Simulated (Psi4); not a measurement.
C7H8O, charge +1, doublet, at a GFN2-xTB geometry (a state made from the parent by changing its charge; the spin is typed, not shown lowest); WB97X/STO-3G run with Psi4.

Here is a job for Psi4.
```
memory 2 GB

molecule {
1 2
  C    -2.79994876    0.22093323   -0.15261839
  O    -1.65159586   -0.42880563   -0.64059700
  C    -0.44201099   -0.17101984   -0.22684011
  C     0.59587571   -0.94041302   -0.84724677
  C     1.90298651   -0.74986514   -0.48680554
  C     2.22808724    0.19947437    0.49099026
  C     1.22088842    0.96141785    1.10811833
  C    -0.09519077    0.78967394    0.76500770
  H    -3.64264016   -0.21251619   -0.69084568
  H    -2.92689406    0.05731604    0.92272892
  H    -2.76013255    1.29938922   -0.33864226
  H     0.30628205   -1.66194137   -1.59602248
  H     2.68431497   -1.32926502   -0.95404432
  H     3.25938376    0.34905374    0.77462531
  H     1.49028531    1.68822815    1.85942502
  H    -0.86195654    1.37897221    1.24391872
}

set basis sto-3g
set reference uks
set scf_type pk
set puream true
set d_convergence 1e-8
set dft_radial_points 99
set dft_spherical_points 590

energy('wb97x')
print_variables()
```

What the program printed (banner, timings and long lists left out):

```
   => Loading Basis Set <=

    Name: STO-3G
    Role: ORBITAL
    Keyword: BASIS

         ---------------------------------------------------------
                                   SCF
               by Justin Turney, Rob Parrish, Andy Simmonett
                          and Daniel G. A. Smith
                              UKS Reference
         ---------------------------------------------------------

  ==> Geometry <==

    Molecular point group: c1
    Full point group: C1

    Geometry (in Angstrom), charge = 1, multiplicity = 2:

       Center              X                  Y                   Z               Mass
    ------------   -----------------  -----------------  -----------------  -----------------
         C           -2.822534642960     0.235321647628    -0.141436105762    12.000000000000
         O           -1.674181742960    -0.414417212372    -0.629414715762    15.994914619570
         C           -0.464596872960    -0.156631422372    -0.215657825762    12.000000000000
         C            0.573289827040    -0.926024602372    -0.836064485762    12.000000000000
         C            1.880400627040    -0.735476722372    -0.475623255762    12.000000000000
         C            2.205501357040     0.213862787628     0.502172544238    12.000000000000
         C            1.198302537040     0.975806267628     1.119300614238    12.000000000000
         C           -0.117776652960     0.804062357628     0.776189984238    12.000000000000
         H           -3.665226042960    -0.198127772372    -0.679663395762     1.007825032230
         H           -2.949479942960     0.071704457628     0.933911204238     1.007825032230
         H           -2.782718432960     1.313777637628    -0.327459975762     1.007825032230
         H            0.283696167040    -1.647552952372    -1.584840195762     1.007825032230
         H            2.661729087040    -1.314876602372    -0.942862035762     1.007825032230
         H            3.236797877040     0.363442157628     0.785807594238     1.007825032230
         H            1.467699427040     1.702616567628     1.870607304238     1.007825032230
         H           -0.884542422960     1.393360627628     1.255101004238     1.007825032230

  Running in c1 symmetry.

  Rotational constants: A =      0.16752  B =      0.05225  C =      0.04013 [cm^-1]
  Rotational constants: A =   5022.25334  B =   1566.48671  C =   1203.10864 [MHz]
  Nuclear repulsion =  346.217666061814555

  Charge       = 1
  Multiplicity = 2
  Electrons    = 57
  Nalpha       = 29
  Nbeta        = 28

  ==> Algorithm <==

  SCF Algorithm Type is PK.
  DIIS enabled.
  MOM disabled.
  Fractional occupation disabled.
  Guess Type is SAD.
  Energy threshold   = 1.00e-06
  Density threshold  = 1.00e-08
  Integral threshold = 1.00e-12

  ==> Primary Basis <==

  Basis Set: STO-3G
    Blend: STO-3G
    Number of shells: 32
    Number of basis functions: 48
    Number of Cartesian functions: 48
    Spherical Harmonics?: true
    Max angular momentum: 1

  ==> DFT Potential <==

   => LibXC <=

    Version 7.1.2
    S. Lehtola, C. Steigemann, M. J. T. Oliveira, and M. A. L. Marques,  SoftwareX 7, 1–5 (2018) (10.1016/j.softx.2017.11.002)

   => Composite Functional: WB97X <=

    wB97X Hyb-GGA Exchange-Correlation Functional

    J.-D. Chai and M. Head-Gordon,  J. Chem. Phys. 128, 084106 (2008) (10.1063/1.2834918)

    Deriv               =              1
    GGA                 =           TRUE
    Meta                =          FALSE

    Exchange Hybrid     =           TRUE
    MP2 Hybrid          =          FALSE

   => Exchange-Correlation Functionals <=

    1.0000   wB97X range-separated functional

   => Exact (HF) Exchange <=

    0.8423            HF,LR [omega = 0.3000]
    0.1577               HF

   => LibXC Density Thresholds  <==

    XC_HYB_GGA_XC_WB97X:  1.00E-14

   => Molecular Quadrature <=

    Radial Scheme          =       TREUTLER
    Pruning Scheme         =           NONE
    Nuclear Scheme         =       TREUTLER

    Blocking Scheme        =         OCTREE
    BS radius alpha        =              1
    Pruning alpha          =              1
    Radial Points          =             99
    Spherical Points       =            590
    Total Points           =         859479
    Total Blocks           =           5918
    Max Points             =            256
    Max Functions          =             46
    Weights Tolerance      =       1.00E-15

  ==> Integral Setup <==

  Using in-core PK algorithm.
   Calculation information:
      Number of atoms:                  16
      Number of AO shells:              32
      Number of primitives:             96
      Number of atomic orbitals:        48
      Number of basis functions:        48

      Integral cutoff                 1.00e-12
      Number of threads:                 1

  Performing in-core PK
  Using 2076228 doubles for integral storage.
  We computed 124597 shell quartets total.
  Whereas there are 139656 unique shell quartets.

  Computing range-separated integrals for PK
  We computed 124597 wK shell quartets total.
  Whereas there are 139656 wK unique shell quartets.

  ==> DiskJK: Disk-Based J/K Matrices <==

    J tasked:                  Yes
    K tasked:                  Yes
    wK tasked:                 Yes
    Omega:               3.000E-01
    Schwarz Cutoff:          1E-12

  Minimum eigenvalue in the overlap matrix is 1.7271354351E-01.
  Reciprocal condition number of the overlap matrix is 6.8455401207E-02.
    Using symmetric orthogonalization.

  ==> Pre-Iterations <==

  SCF Guess: Superposition of Atomic Densities via on-the-fly atomic UHF (no occupation information).

   -------------------------
    Irrep   Nso     Nmo
   -------------------------
     A         48      48
   -------------------------
    Total      48      48
   -------------------------

  ==> Iterations <==

                        Total Energy        Delta E     RMS |[F,P]|

   @UKS iter SAD:  -337.89100901762777   -3.37891e+02   0.00000e+00
   @UKS iter   1:  -342.08242979195688   -4.19142e+00   6.28050e-03 DIIS/ADIIS
   @UKS iter   2:  -342.13877416414107   -5.63444e-02   3.02321e-03 DIIS/ADIIS
   @UKS iter   3:  -342.15176876408782   -1.29946e-02   8.14903e-04 DIIS/ADIIS
   @UKS iter   4:  -342.15308493132039   -1.31617e-03   3.22000e-04 DIIS/ADIIS
   @UKS iter   5:  -342.15348491318815   -3.99982e-04   1.62982e-04 DIIS/ADIIS
   @UKS iter   6:  -342.15368222507840   -1.97312e-04   9.49993e-05 DIIS
   @UKS iter   7:  -342.15378650603594   -1.04281e-04   4.27680e-05 DIIS
   @UKS iter   8:  -342.15380801512237   -2.15091e-05   2.11953e-05 DIIS
   @UKS iter   9:  -342.15381255545884   -4.54034e-06   7.82497e-06 DIIS
   @UKS iter  10:  -342.15381313354476   -5.78086e-07   4.62138e-06 DIIS
   @UKS iter  11:  -342.15381321480828   -8.12635e-08   1.42997e-06 DIIS
   @UKS iter  12:  -342.15381323165917   -1.68509e-08   6.14350e-07 DIIS
   @UKS iter  13:  -342.15381323334185   -1.68268e-09   2.97459e-07 DIIS
   @UKS iter  14:  -342.15381323390665   -5.64796e-10   1.18059e-07 DIIS
   @UKS iter  15:  -342.15381323403921   -1.32559e-10   6.51347e-08 DIIS
   @UKS iter  16:  -342.15381323409082   -5.16138e-11   5.13490e-08 DIIS
   @UKS iter  17:  -342.15381323413254   -4.17231e-11   2.45085e-08 DIIS
   @UKS iter  18:  -342.15381323414420   -1.16529e-11   1.28540e-08 DIIS
   @UKS iter  19:  -342.15381323414670   -2.50111e-12   7.46380e-09 DIIS
  Energy and wave function converged.

  ==> Post-Iterations <==

   Electrons on quadrature grid:
      Nalpha   =   28.9999975915 ; deviation = -2.408e-06
      Nbeta    =   27.9999974214 ; deviation = -2.579e-06
      Ntotal   =   56.9999950129 ; deviation = -4.987e-06

   @Spin Contamination Metric:   4.927219915E-02
   @S^2 Expected:                7.500000000E-01
   @S^2 Observed:                7.992721991E-01
   @S   Expected:                5.000000000E-01
   @S   Observed:                5.000000000E-01

    Orbital Energies [Eh]
    ---------------------

    Alpha Occupied:

[...]
    Alpha Virtual:

[...]
      48A      0.710918

    Beta Occupied:

[...]
      28A     -0.516703

    Beta Virtual:

[...]
    Final Occupation by Irrep:
              A
    DOCC [    28 ]
    SOCC [     1 ]
    NA   [    29 ]
    NB   [    28 ]

  @UKS Final Energy:  -342.15381323414670

   => Energetics <=

    Nuclear Repulsion Energy =            346.2176660618145547
    One-Electron Energy =               -1136.9399775993965704
    Two-Electron Energy =                 482.6745951947623894
    DFT Exchange-Correlation Energy =     -34.1060968913269988
    Empirical Dispersion Energy =           0.0000000000000000
    VV10 Nonlocal Energy =                  0.0000000000000000
    Total Energy =                       -342.1538132341466962

  UHF NO Occupations:
  HONO-2 :   27  A 1.9913094
  HONO-1 :   28  A 1.9858770
  HONO-0 :   29  A 1.0000000
  LUNO+0 :   30  A 0.0141230
  LUNO+1 :   31  A 0.0086906
  LUNO+2 :   32  A 0.0012248
  LUNO+3 :   33  A 0.0001713

Computation Completed

Properties will be evaluated at   0.000000,   0.000000,   0.000000 [a0]

Properties computed using the SCF density matrix

 Multipole Moments:

 ------------------------------------------------------------------------------------
     Multipole            Electronic (a.u.)      Nuclear  (a.u.)        Total (a.u.)
 ------------------------------------------------------------------------------------

 L = 1.  Multiply by 2.5417464519 to convert [e a0] to [Debye]
 Dipole X            :          2.0245666           -2.4755056           -0.4509391
 Dipole Y            :         -1.2903099            1.5770299            0.2867201
 Dipole Z            :         -1.0029082            1.2256246            0.2227164
 Magnitude           :                                                    0.5789275

 ------------------------------------------------------------------------------------

  Variable Map:
  ----------------------------------------------------------------------------
[...]
  Array Variable Map:
  ----------------------------------------------------------------------------
[...]
[...]
```
